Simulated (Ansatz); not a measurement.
C2H5ClOSi can be A, `O/C=C/[SiH2]Cl`, or B, `C=C[SiH](O)Cl`.

Program: Ansatz. Geometries: PBE0-D4/def2-TZVP. ΔE: electronic, gas phase. CCSD(T)/CBS adds triple-zeta CCSD(T) − MP2 to the extrapolated MP2 energy (def2 sets, frozen cores). DFT in def2-TZVPP. B3LYP here is the variant with VWN-RPA as its local correlation; programs differ in this. Each species was taken in one conformer, which may not be the lowest.

A:

```xyz
10

O     1.8488   -1.4704    0.6473
C     1.0582   -0.4967    0.1570
C    -0.2478   -0.4288    0.4163
Si   -1.2529    0.9336   -0.2732
Cl   -2.6148    0.2453   -1.6664
H     2.7516   -1.3451    0.3450
H     1.5563    0.2412   -0.4705
H    -0.6856   -1.2004    1.0442
H    -0.3562    1.8961   -0.9615
H    -2.0576    1.6250    0.7616
```

B:

Z-matrix (Å, degrees):
```
Si
C 1 1.848
Cl 1 2.063 2 107.2
O 1 1.635 2 112.0 3 -121.5
H 1 1.476 2 113.6 3 118.4
C 2 1.331 1 122.2 3 132.8
H 2 1.088 1 119.0 3 -47.4
H 4 0.959 1 117.9 2 67.5
H 6 1.086 2 122.2 1 179.9
H 6 1.086 2 121.6 1 0.1
```

Problem. Which isomer does CCSD(T)/CBS put lower? Give the gap. (Best estimate.)

Solution. Computed: B, by 37.7 kcal/mol.

Problem. Give E(B) − E(A) in kcal/mol with MP2/def2-TZVPP, r2SCAN-D4, B3LYP-D4, B2PLYP, B3LYP, ωB97M-V, CCSD(T)/def2-TZVPP. (Estimate.)

Solution. Ansatz gave: MP2/def2-TZVPP -38.1, r2SCAN-D4 -34.7, B3LYP-D4 -35.5, B2PLYP -36.3, B3LYP -34.7, ωB97M-V -36.2, CCSD(T)/def2-TZVPP -37.1. None reverses the order clearly.

Largest T1 diagnostic: 0.012.

The D4 term adds −0.8 kcal/mol with B3LYP and −0.4 kcal/mol with PBE0; it sums over pairs of atoms, weighted by their polarisabilities, and B3LYP, whose exchange is more repulsive, gets the larger term. From PBE to PBE0 (25 % exact exchange), in def2-TZVPP and without D4, E(B) − E(A) moves by −1.8 kcal/mol.
